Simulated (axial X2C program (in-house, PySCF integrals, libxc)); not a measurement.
**NaAg⁺: properties at the nuclei**

Calculated with an in-house all-electron X2C program for linear molecules (integrals from PySCF): two-component X2C with atomic mean-field Coulomb and Gaunt terms, Gaussian nuclei, basis Ag dyall-cv3z, Na dyall-cv3z with contracted cores.

R = 3.113 Å (near the PBE0 minimum at charge 1 of the determinant lowest at the starting distance; the state shown can have its own minimum elsewhere).

Input and command:
```json
{"zs": [47, 11], "q": 1, "bas": ["dyall-cv3z", "dyall-cv3z"], "r0": 2.83, "levels": ["PBE0", "HF", "TPSSh", "PBE50", "B3LYP"], "nst": 3}
```
```bash
python soeom.py task.json out
```

Keys: zs atomic numbers; q charge; bas basis sets; r0 starting distance in Å; levels methods; nst determinants followed.

Determinant lowest in the PBE0 search, Ω = 1/2 (⟨Sz⟩ = 0.50, ⟨Lz⟩ = 0.00 at PBE0), spin on the atoms Ag 0.40, Na 0.10:

| level | Eeff magnitude (GV/cm) | Ws magnitude Ag (kHz) | A∥/gI Ag (MHz) | qzz Ag (a.u.) | A∥/gI Na (MHz) | qzz Na (a.u.) |
| --- | --- | --- | --- | --- | --- | --- |
| PBE0 | 3.81 | 4.19 | 6670 | 0.06 | 151 | -0.06 |
| HF | 4.51 | 5.03 | 5090 | -0.29 | 173 | -0.08 |
| TPSSh | 3.79 | 4.17 | 6860 | 0.08 | 144 | -0.06 |
| PBE50 | 4.29 | 4.72 | 6310 | -0.05 | 153 | -0.07 |
| B3LYP | 3.54 | 3.84 | 6880 | 0.12 | 160 | -0.06 |

Eeff is the effective electric field on the electron electric dipole moment in this Ω state and Ws the scalar–pseudoscalar constant of the nucleus named (defined with the proton number Z and per Ω); A∥ (defined per Ω) follows by multiplying with gI = μI/(I μN); qzz is the electric field gradient, eQq0 = 234.96 MHz × Q/barn × qzz. The operators were transformed with the bare-nucleus X2C matrices; with these basis sets, hyperfine constants and field gradients can be off by tens of per cent, and where levels differ in sign neither size nor sign is settled.

Task: With gI(107Ag) = -0.2271, gI(23Na) = 1.4783, Q(23Na) = 0.104 barn (g factors from the IAEA table of nuclear moments by Stone; Q from Pyykkö, Mol. Phys. 2018), turn the PBE0 values of the first state into constants in MHz.

Result: A∥(107Ag) = 6670 × -0.2271 = -1510 MHz; A∥(23Na) = 151 × 1.4783 = 223 MHz; eQq0(23Na) = 234.96 × (0.104) × (-0.06) = -1.47 MHz.

Each state is one determinant with collinear spin. Unrestricted Hartree–Fock can overshoot spin polarisation at the nuclei. The search compared states at one distance, so a state with another bond length can lie lower. Where a field gradient or hyperfine factor spreads by more than a factor of two over the levels, a constant derived from it is not to be relied on.
